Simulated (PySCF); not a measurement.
Heteronuclear NMR

Molfile (atoms numbered from 1):
```
C6H9N2PSi
     RDKit          3D

 19 19  0  0  0  0  0  0  0  0999 V2000
    4.0649   -0.5791    0.7630 P   0  0  0  0  0  0  0  0  0  0  0  0
    2.9779    0.9585   -0.4732 Si  0  0  0  0  0  4  0  0  0  0  0  0
    1.3114    0.6639   -0.2601 N   0  0  0  0  0  0  0  0  0  0  0  0
    0.3684    0.1442   -0.9167 C   0  0  0  0  0  0  0  0  0  0  0  0
   -0.9576   -0.0328   -0.3362 C   0  0  0  0  0  0  0  0  0  0  0  0
   -1.2325    0.3718    0.9722 C   0  0  0  0  0  0  0  0  0  0  0  0
   -2.5100    0.1798    1.4677 C   0  0  0  0  0  0  0  0  0  0  0  0
   -3.4886   -0.3701    0.7665 N   0  0  0  0  0  0  0  0  0  0  0  0
   -3.2314   -0.7544   -0.4719 C   0  0  0  0  0  0  0  0  0  0  0  0
   -1.9915   -0.6119   -1.0732 C   0  0  0  0  0  0  0  0  0  0  0  0
    3.3130   -1.6627    0.3435 H   0  0  0  0  0  0  0  0  0  0  0  0
    3.2897   -0.4114    1.8934 H   0  0  0  0  0  0  0  0  0  0  0  0
    3.1545    2.2682    0.1454 H   0  0  0  0  0  0  0  0  0  0  0  0
    3.5605    0.8829   -1.8188 H   0  0  0  0  0  0  0  0  0  0  0  0
    0.4732   -0.1991   -1.9534 H   0  0  0  0  0  0  0  0  0  0  0  0
   -0.4511    0.8238    1.5616 H   0  0  0  0  0  0  0  0  0  0  0  0
   -2.7717    0.4773    2.4747 H   0  0  0  0  0  0  0  0  0  0  0  0
   -4.0628   -1.1988   -1.0036 H   0  0  0  0  0  0  0  0  0  0  0  0
   -1.8261   -0.9408   -2.0884 H   0  0  0  0  0  0  0  0  0  0  0  0
  1  2  1  0
  2  3  1  0
  3  4  2  0
  4  5  1  0
  5  6  2  0
  6  7  1  0
  7  8  2  0
  8  9  1  0
  9 10  2  0
 10  5  1  0
  1 11  1  0
  1 12  1  0
  2 13  1  0
  2 14  1  0
  4 15  1  0
  6 16  1  0
  7 17  1  0
  9 18  1  0
 10 19  1  0
M  END
```

[PySCF 2.14.0 with density-fitted response routines: GFN2-xTB geometry; NMR shieldings at PBE0/pcSseg-1/GIAO; no solvent model; non-relativistic Hamiltonian; averaged over atoms made equivalent by symmetry, fast rotation or ring inversion; one conformer]

**Question.** What are the ³¹P shifts?

**Answer.** 
```csv
atoms,environment,σ (ppm),δ (ppm)
P1,"phosphorus bonded to Si, 2 H",585.6,-215.0
```

Shieldings were converted by a linear fit to measured shifts: ³¹P (scatter 18.1 ppm rms vs H3PO4, solution or neat liquid). Occasional misses reach two or three times the rms, and more in compound classes unlike the fitted ones.

On a 300 MHz spectrometer ³¹P resonates near 121.4 MHz, so 1 ppm is 121.4 Hz.

**Question.** Predict the ²⁹Si NMR data.

**Answer.** 
| atoms | environment | σ (ppm) | δ (ppm) |
| --- | --- | --- | --- |
| Si2 | silicon bonded to N, P, 2 H | 392.4 | -42.6 |

Shieldings were converted by a linear fit to measured shifts: ²⁹Si: δ = 279.94 − 0.822σ (rms 8.9 ppm, 72 shifts, 25.8 ppm with the 6 outliers that the fit left out vs TMS, solution or neat liquid). A few per cent of atoms miss by over 2 rms, more outside the fitted compound classes.

On a 400 MHz spectrometer ²⁹Si resonates near 79.5 MHz, so 1 ppm is 79.5 Hz.

**Question.** Where does ¹⁵N resonate?

**Answer.** 
```
atoms                  environment  σ (ppm)  δ (ppm)
   N3               imine nitrogen   -121.8    -35.8
   N8  pyridine-type ring nitrogen   -108.2    -48.4
```

Shieldings were converted by a linear fit to measured shifts: ¹⁵N: δ = -148.07 − 0.921σ (rms 6.3 ppm, 71 shifts vs CH3NO2, solution or neat liquid). A few per cent of atoms miss by over 2 rms, more outside the fitted compound classes.

On a 400 MHz spectrometer ¹⁵N resonates near 40.5 MHz, so 1 ppm is 40.5 Hz.
